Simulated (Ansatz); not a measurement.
Reaction (SMILES): F[Si]F (closed-shell singlet) → 2 F atom + Si atom
B3LYP-D3(BJ)/def2-TZVP geometries, fixed; electronic energies without zero-point terms.

Basis-set convergence of the atomisation energy at B2PLYP with Ansatz (a program for electronic structure). Cartesian d functions, on some or all atoms, in 6-311G**, 6-311+G**; all else is spherical. Cores are frozen. Open shells are unrestricted. No added dispersion term, no relativity. Functions are those of the species that has most. Reference: the value in aug-cc-pV(5+d)Z, 298.15 kcal/mol, itself unsure by roughly 0.26 kcal/mol (its mean distance from pcseg-4, aug-pcseg-3, aug-cc-pV(Q+d)Z). Deviations are taken from unrounded values.

| basis | functions | atomisation energy (kcal/mol) |
|---|---|---|
| def2-SVP | 46 | 280.31 |
| def2-SVPD | 70 | 282.73 |
| pcseg-1 | 46 | 275.64 |
| aug-pcseg-1 | 73 | 281.93 |
| cc-pV(D+d)Z | 51 | 274.48 |
| aug-cc-pV(D+d)Z | 78 | 282.85 |
| 6-311G** | 63 | 275.79 |
| 6-311+G** | 75 | 276.54 |
| pcseg-2 | 94 | 295.16 |
| aug-pcseg-2 | 142 | 296.59 |
| cc-pV(T+d)Z | 99 | 293.47 |
| aug-cc-pV(T+d)Z | 147 | 294.78 |
| def2-TZVP | 99 | 293.37 |
| def2-TZVPD | 123 | 293.85 |
| def2-TZVPP | 104 | 293.51 |
| def2-TZVPPD | 128 | 293.98 |
| cc-pV(Q+d)Z | 174 | 297.50 |
| aug-cc-pV(Q+d)Z | 249 | 297.61 |
| def2-QZVPP | 184 | 296.77 |
| def2-QZVPPD | 208 | 296.79 |
| pcseg-3 | 184 | 297.77 |
| aug-pcseg-3 | 259 | 298.00 |
| cc-pV(5+d)Z | 282 | 297.92 |
| aug-cc-pV(5+d)Z | 390 | 298.15 |

What the diffuse functions change, pair by pair:
- def2-SVP to def2-SVPD: 24 more functions, deviation -17.84 to -15.42 kcal/mol
- pcseg-1 to aug-pcseg-1: 27 more functions, deviation -22.51 to -16.23 kcal/mol
- cc-pV(D+d)Z to aug-cc-pV(D+d)Z: 27 more functions, deviation -23.67 to -15.30 kcal/mol
- 6-311G** to 6-311+G**: 12 more functions, deviation -22.36 to -21.62 kcal/mol
- pcseg-2 to aug-pcseg-2: 48 more functions, deviation -2.99 to -1.56 kcal/mol
- cc-pV(T+d)Z to aug-cc-pV(T+d)Z: 48 more functions, deviation -4.68 to -3.37 kcal/mol
- def2-TZVP to def2-TZVPD: 24 more functions, deviation -4.79 to -4.31 kcal/mol
- def2-TZVPP to def2-TZVPPD: 24 more functions, deviation -4.65 to -4.17 kcal/mol
- cc-pV(Q+d)Z to aug-cc-pV(Q+d)Z: 75 more functions, deviation -0.66 to -0.54 kcal/mol
- def2-QZVPP to def2-QZVPPD: 24 more functions, deviation -1.38 to -1.36 kcal/mol
- pcseg-3 to aug-pcseg-3: 75 more functions, deviation -0.38 to -0.16 kcal/mol
- cc-pV(5+d)Z to aug-cc-pV(5+d)Z: 108 more functions, deviation -0.24 to 0.00 kcal/mol

Leaving out the reference's own pair, they bring the value nearer the reference by more than 0.26 kcal/mol in 8 of 11 pairs.
